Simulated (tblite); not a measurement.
C5H3N3O (charge +1 and doublet state).
Cartesian coordinates in Å at the GFN2-xTB level; atoms count from 1:
```
atom  x, y, z in Å
C1     3.4309   -0.7962    0.4267
C2     2.2786   -0.4366    0.3383
C3     0.9570    0.0008    0.2314
N4     0.5763    1.2704   -0.1024
C5    -0.7186    1.3177   -0.1066
N6    -1.1787    0.0823    0.2246
C7    -2.4775   -0.4382    0.3703
O8    -3.4706    0.1751    0.2139
N9    -0.1150   -0.7282    0.4323
H10    4.4361   -1.1136    0.5058
H11   -1.3280    2.1747   -0.3307
H12   -2.3893   -1.5090    0.6529
```

Level: GFN2-xTB in tblite, geometry and Hessian alike; calculated harmonic values, unscaled, isolated species. Against measured fundamentals such values can be off by several per cent, at times by over 20. One conformer, not necessarily the lowest. Open shells enter through the occupations alone, without spin polarisation, and single modes of such species can be off by tens of per cent.

Harmonic wavenumbers (cm⁻¹): 87.3, 111.5, 184.0, 190.5, 253.0, 413.0, 423.3, 497.6, 605.8, 607.9, 644.1, 680.9, 688.2, 708.6, 839.5, 890.7, 914.2, 988.0, 1059.2, 1156.7, 1186.5, 1256.1, 1306.0, 1463.3, 1503.2, 1824.8, 2187.0, 2743.1, 3140.6, 3308.2.

A = 7039, B = 937.8, C = 827.5 MHz; mass 121.028 u (most abundant isotopes); point group Cs, symmetry number 1; spin multiplicity 2.

**Question.** Zero-point energy?

**Answer.** Half the sum of the wavenumbers: 15931 cm⁻¹ = 45.55 kcal/mol.

**Question.** Give the ideal-gas entropy at 350 K and 1 bar in the rigid-rotor, harmonic-oscillator model (classical rotation).

**Answer.** Translation 41.11, rotation 28.94, vibration 22.50, spin (R ln 2) 1.38: S = 93.9 cal/(mol K).

**Question.** And Cp and H(350 K) − H(0)?

**Answer.** Cp = 33.78 cal/(mol K), of which vibrations give 25.84 (their classical limit is 30 R = 59.6); H(350 K) − H(0) = 7.19 kcal/mol without the zero-point energy, 4.41 from vibrations.

**Question.** What must be added to the electronic energy to get the Gibbs energy at 350 K and 1 bar?

**Answer.** ZPE + [H(350 K) − H(0)] − T·S = 45.55 + 7.19 − 32.88 = 19.86 kcal/mol.

**Question.** Blend soft modes into free rotors: weight 1/[1 + (100 cm⁻¹/ν̃)⁴] for the oscillator and the rest for a rotor with moment μB/(μ + B), μ = h/(8π²ν), B = 10⁻⁴⁴ kg m². What vibrational entropy results?

**Answer.** 21.67 cal/(mol K) in place of 22.50, which changes −T·S at 350 K by +0.29 kcal/mol.

**Question.** How do the functions run with temperature in this model?

**Answer.** 
| T (K) | S (cal/(mol K)) | Cp (cal/(mol K)) | H − H(0) (kcal/mol) | G − H(0) (kcal/mol) | ln q(vib) |
| --- | --- | --- | --- | --- | --- |
| 100 | 65.8 | 14.8 | 1.08 | -5.50 | 0.73 |
| 200 | 78.4 | 22.5 | 2.94 | -12.73 | 2.33 |
| 300 | 89.0 | 30.3 | 5.59 | -21.11 | 4.08 |
| 500 | 107.5 | 42.1 | 12.92 | -40.81 | 7.70 |
| 800 | 129.6 | 51.9 | 27.17 | -76.52 | 12.88 |
| 1000 | 141.6 | 55.7 | 37.95 | -103.68 | 16.03 |

q(vib) and H(0) count from the zero-point level.

**Question.** Which modes carry the vibrational entropy at 350 K?

**Answer.** 87.3 cm⁻¹: 4.03; 111.5 cm⁻¹: 3.55; 184.0 cm⁻¹: 2.59; 190.5 cm⁻¹: 2.52; 253.0 cm⁻¹: 2.00; 413.0 cm⁻¹: 1.16 cal/(mol K); the other 24 give 6.65 together.

Hindered rotation and anharmonicity are outside this model. Other conformers, if any are populated, would add a mixing term that is left out.

Time: 0.33 s. Hardware: one thread of an Arm Neoverse V2, shared host with 96 logical CPUs at a one-minute load of 68. The figure is for the frequency step alone.
